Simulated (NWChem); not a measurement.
# CH$_{4}$F$_{2}$NTa; SMILES [CH3][Ta](=[NH])([F])[F]

```xyz
9

Ta     0.0632     0.0001    -0.0181
N     -0.1505    -0.0004    -1.7625
H     -0.1972    -0.0011    -2.7740
F      0.8548    -1.6206     0.5433
F      0.8517     1.6224     0.5430
C     -1.9579    -0.0020     0.6960
H     -2.5036    -0.8918     0.3404
H     -2.5060     0.8859     0.3395
H     -1.9655    -0.0014     1.8014
```
Atoms are numbered in this order, from 1.

Computed with NWChem. Structure relaxed at the PBE0/def2-SVP level. Not confirmed as a minimum by frequencies. def2 effective core potentials on Ta; no spin-orbit coupling. Total energies of different functionals are on different scales.

| level | energy (Ha) | highest occupied level (eV) | orbital gap (eV) | dipole (D) |
|---|---|---|---|---|
| B3LYP/def2-SVP | -351.9395 | -7.80 | 6.38 | 1.18 |
| PBE/def2-SVP | -351.6496 | -6.63 | 4.57 | 1.13 |
| BP86/def2-SVP | -352.0260 | -6.73 | 4.56 | 1.13 |
| TPSSh/def2-SVP | -351.9128 | -7.29 | 5.66 | 1.08 |
| PW6B95/def2-SVP | -352.2357 | -8.21 | 7.04 | 1.21 |
| HCTH/407/def2-SVP | -352.1035 | ___ | 4.61 | 1.18 |

**Question.** Some entries are withheld; supply them.

**Answer.** 
- HCTH/407/def2-SVP, highest occupied level (eV): -6.83
